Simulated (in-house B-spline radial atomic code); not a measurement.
A fraction x of an electron is removed from 4d in the silver ion Ag⁴⁺, starting from [Kr] 4d7 and keeping the highest spin. All numbers are computed (scalar-relativistic (X2C) OLYP, spin-polarised, spherical fractional occupations; Fermi nucleus of rms radius 4.5454 fm) with an all-electron radial atomic-structure program (B-spline basis), not measured.

```
   x  E(x) - E(0) (eV)  4d down level (eV)
   0            0.0000             -58.564
0.01            0.5864             -58.726
0.24           14.5227             -62.468
0.25           15.1482             -62.632
 0.4           24.7279             -65.102
 0.5           31.3210             -66.760
0.57           36.0350             -67.927
0.64           40.8308             -69.098
0.83           54.2632             -72.301
0.88           57.8994             -73.149
   1           66.7998             -75.194
```

The exact functional would give a straight line between the two integer points. Deviations E(x) - E(0) - x[E(1) - E(0)], in eV: -0.082 at x = 0.01, -1.509 at x = 0.24, -1.552 at x = 0.25, -1.992 at x = 0.4, -2.079 at x = 0.5, -2.041 at x = 0.57, -1.921 at x = 0.64, -1.181 at x = 0.83, -0.884 at x = 0.88.

The curve lies below the straight line by up to 2.079 eV (at x = 0.5): convex, the delocalisation error that favours fractional charges.

How well does Slater's transition state (minus the level at half occupation) give the ionisation energy?

It gives 66.760 eV against 66.800 eV from the two total energies; NIST lists 65.00 eV, ground level to ground level.
